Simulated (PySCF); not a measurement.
Calculation: B3LYP-D3(BJ)/def2-TZVP // M06-2X/def2-TZVP in PySCF. All species are isolated molecules in the gas phase. B3LYP has the VWN-RPA correlation part, as in Gaussian. 

Reference species (SMILES): `B` (neutral, multiplicity 1).

```json
{
 "HOMO": "-9.75 eV"
}
```

Changed species: `BO[SiH3]` (X = siloxy; the reference has X = H).

**Question.** Give the shifts of the HOMO.

**Answer.** the HOMO rises by 1.44 eV, to -8.31 eV.
